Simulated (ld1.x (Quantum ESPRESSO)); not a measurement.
# Before and after: TM semilocal potential for Tl

```
Element                 : Tl (Z = 81)
Generator               : ld1.x (Quantum ESPRESSO) 7.5
Type                    : norm-conserving Troullier–Martins (semilocal form)
Functional              : PBE
Relativity              : scalar-relativistic
Frozen core             : [Xe] 4f14 5d10
Valence charge          : 3
Reference configuration : 6s2 6p1
Partial waves           : 6s (bound): rc 2.10 bohr; 6p (bound): rc 2.50 bohr
Local potential         : the p channel
Core correction         : none
```

Change: core [Xe] 4f14, valence charge 13; reference 5d10 6s2 6p1; waves now 6s (bound): rc 1.70 bohr; 5d (bound): rc 1.70 bohr; 6p (bound): rc 2.65 bohr; core correction a·sin(br)/r model core, default radius (core density twice the valence density).

Cutoffs: the cutoffs (Ry, on a coarse ladder) from which the occupation-weighted sum of valence levels, in a spherical-Bessel basis at the reference potential, stays within 10 and 1 mRy of its value at 400 Ry; they do not see the model core or the augmentation charge, which bear on the density cutoff. Errors are all-electron minus pseudo energies relative to the spin-unpolarised reference configuration.

Problem. What does the change do?

Solution. The potential gets harder (18 Ry and 30 Ry → 50 Ry and 90 Ry); neither file shows a bound ghost. The added semicore shells are compact, so their waves need more plane waves. A semilocal file is local in each channel, so a ghost entry of none says nothing of the separable form that plane-wave codes build from it. Several settings change at once here, so the effects cannot be laid on one of them.

| quantity | base | changed |
| --- | --- | --- |
| cutoff, loose | 18 Ry | 50 Ry |
| cutoff, tight | 30 Ry | 90 Ry |
| bound ghosts | none | none |
| largest error over its own tests, meV | +190 | -66 |
